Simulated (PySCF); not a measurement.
# Dipole moment and polarisability of N-tert-butylformamide

N-tert-butylformamide, C5H11NO.
Geometry (GFN2-xTB, Å), atoms numbered from 1 in this order:
```
atom  x, y, z in Å
C1    -0.4352    0.3835    1.4298
C2    -0.1928    0.1861   -0.0685
C3    -1.0354   -0.9792   -0.5931
C4    -0.5257    1.4665   -0.8327
N5     1.2270   -0.1059   -0.2931
C6     1.8857   -1.1576    0.2194
O7     1.4303   -2.0172    0.9325
H8     0.1716    1.2033    1.8081
H9    -1.4819    0.6092    1.6123
H10   -0.1715   -0.5232    1.9660
H11   -2.0916   -0.7751   -0.4406
H12   -0.7730   -1.8892   -0.0615
H13   -0.8558   -1.1304   -1.6556
H14   -0.3453    1.3366   -1.8981
H15   -1.5734    1.7184   -0.6927
H16    0.0769    2.2978   -0.4717
H17    1.7321    0.5408   -0.8766
H18    2.9494   -1.1581   -0.0956
```

Level: CAM-B3LYP/def2-SVPD (PySCF), static field, nuclei fixed, core orbitals frozen in the response. The polarisability tensor in these axes (au):

```
x   74.07 -4.47  0.12
y   -4.47 74.15 -5.28
z    0.12 -5.28 67.84
```

Problem. Diagonalise the tensor; give its mean and Δα, where Δα² is half the sum of the squared differences of the eigenvalues.

Solution. Principal values 64.33, 71.80 and 79.94 au; mean 72.02 au = 10.67 Å³ = 11.87 × 10⁻⁴⁰ C²·m²/J; Δα = 13.53 au (19 % of the mean).

Problem. What is the dipole moment, and where does it point?

Solution. (-0.12, 3.25, -2.15) D, 3.90 D in size, pointing from the negative to the positive side. Measured along this direction, the outermost atoms are O7 at the negative end and H16 and H14 at the positive end.

Problem. In TDDFT the mean static polarisability is Σ f/ω² over all singlet excitations (ω in hartree). How much of it do the 8 lowest give? Their energies (eV) and oscillator strengths: 5.72, 0.0012; 6.92, 0.0135; 7.08, 0.0401; 7.57, 0.2070; 8.04, 0.0061; 8.14, 0.0773; 8.33, 0.0098; 8.42, 0.0019.

Solution. They add up to 4.56 au, 6.3 % of the 72.02 au; the largest single term is 2.67 au, from the state at 7.57 eV. Terms in order: 0.03, 0.21, 0.59, 2.67, 0.07, 0.86, 0.10, 0.02 au. Higher excitations give the rest. The strengths listed sum to 0.357.

Problem. Traceless (Buckingham) quadrupole moment about the centre of nuclear charge: eigenvalues?

Solution. -9.88, 0.75, 9.13 D·Å. The values depend on the origin, since the dipole doesn't vanish. The electronic extent ⟨r²⟩ about the same centre is 797 bohr², a root-mean-square distance of 2.00 Å for the 56 electrons.

Problem. Estimate the molar refractivity from the static electronic polarisability.

Solution. Lorentz–Lorenz: R = (4π/3)N_A α = 2.5225 cm³/(mol·Å³) × 10.67 Å³ = 26.9 cm³/mol, in the limit of long wavelengths.

Problem. What depolarisation ratio follows for Rayleigh scattering of linearly polarised light, taking the static tensor?

Solution. ρ = 3Δα²/(45ᾱ² + 4Δα²) = 548.9/(233420 + 731.9) = 0.00234.

Problem. Find the Langevin capture rate constant for H3O+ (19.018 u) meeting this molecule (101.084 u), k = 2.342 × 10⁻⁹ cm³/s × √(α in Å³ / reduced mass in u).

Solution. The reduced mass is 16.01 u, so k = 1.91 × 10⁻⁹ cm³/s. The formula leaves out the permanent dipole, which adds to the capture rate.

Geometry: GFN2-xTB, one conformer, isolated molecule.

These values come from a run that also computed excited states. Time: 62 s wall. Hardware: an x86-64 server with one thread (shared host).
